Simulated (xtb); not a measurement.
Zn(I)(SiH3) (H₃ISiZn), SMILES [Zn]([I])[SiH3]. All values are semi-empirical tight-binding results from xtb (GFN2-xTB unless named), good for trends rather than for accurate numbers. Geometry optimised at GFN2-xTB.

For metal compounds this method's bond lengths and energies can be far off.

```
Item                                          Result
-------------------------------------  -------------
point group as xtb finds it                      C3v
orbital gap                                  4.64 eV
zero-point energy                      15.1 kcal/mol
G − E(el) at 298.15 K (modified RRHO)  -4.5 kcal/mol
```
